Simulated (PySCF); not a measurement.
Level sweep

Compound: C2H7GeNSi.
Numbering: `[N:1]#[C:2][C@H:3]([SiH3:4])[GeH3:5]` (hydrogens: H6 on C3; H7, H8, H9 on Si4; H10, H11, H12 on Ge5)

PySCF, dipoles from the SCF density, polarisabilities from static response with core orbitals frozen. Geometry: PBE0-D3(BJ)/def2-SVP; no solvent, vibrations or thermal averaging. The LDA/def2-SVPD calculation is non-relativistic and has no spin–orbit coupling, an omission that weighs most on germanium.

The anisotropy is √(½[(α1 − α2)² + (α2 − α3)² + (α3 − α1)²]).

```json
{"level": "LDA/def2-SVPD", "μ (D)": "4.108", "α (Å³)": "13.59", "anisotropy (Å³)": "3.69"}
{"level": "PBE/def2-SVPD", "μ (D)": "3.980", "α (Å³)": "13.29", "anisotropy (Å³)": "3.63"}
{"level": "B3LYP/def2-SVPD", "μ (D)": "4.074", "α (Å³)": "12.90", "anisotropy (Å³)": "3.39"}
{"level": "PBE0/def2-SVPD", "μ (D)": "4.081", "α (Å³)": "12.81", "anisotropy (Å³)": "3.37"}
{"level": "BHandHLYP/def2-SVPD", "μ (D)": "4.181", "α (Å³)": "12.43", "anisotropy (Å³)": "3.15"}
{"level": "CAM-B3LYP/def2-SVPD", "μ (D)": "4.137", "α (Å³)": "12.70", "anisotropy (Å³)": "3.22"}
{"level": "wB97X-D/def2-SVPD", "μ (D)": "4.140", "α (Å³)": "12.70", "anisotropy (Å³)": "3.23"}
{"level": "LC-wPBE/def2-SVPD", "μ (D)": "4.131", "α (Å³)": "12.41", "anisotropy (Å³)": "3.10"}
{"level": "HF/def2-SVPD", "μ (D)": "4.297", "α (Å³)": "11.92", "anisotropy (Å³)": "2.88"}
{"level": "PBE0/6-31G*", "μ (D)": "3.927", "α (Å³)": "10.51", "anisotropy (Å³)": "3.23"}
{"level": "PBE0/def2-SVP", "μ (D)": "3.836", "α (Å³)": "11.19", "anisotropy (Å³)": "3.07"}
{"level": "PBE0/aug-cc-pVDZ", "μ (D)": "4.102", "α (Å³)": "13.05", "anisotropy (Å³)": "3.49"}
{"level": "PBE0/def2-TZVP", "μ (D)": "4.071", "α (Å³)": "12.40", "anisotropy (Å³)": "3.44"}
{"level": "PBE0/def2-TZVPD", "μ (D)": "4.104", "α (Å³)": "12.98", "anisotropy (Å³)": "3.44"}
```

The dipole runs from 3.84 D (PBE0/def2-SVP) to 4.30 D (HF/def2-SVPD). No reference polarisability is at hand; against PBE0 in the largest diffuse basis at hand (def2-TZVPD) the other PBE0 rows deviate by 6-31G* -19%, def2-SVP -14%, def2-SVPD -1%, aug-cc-pVDZ +1%, def2-TZVP -4%. In one basis (def2-SVPD) the functionals order the polarisability from HF (lowest) to LDA (highest), a spread of 14%. With PBE0 the polarisability is 11.37 Å³ without diffuse functions (mean of 6-31G*, def2-SVP and def2-TZVP) and 12.95 Å³ with them (mean of def2-SVPD, aug-cc-pVDZ and def2-TZVPD).
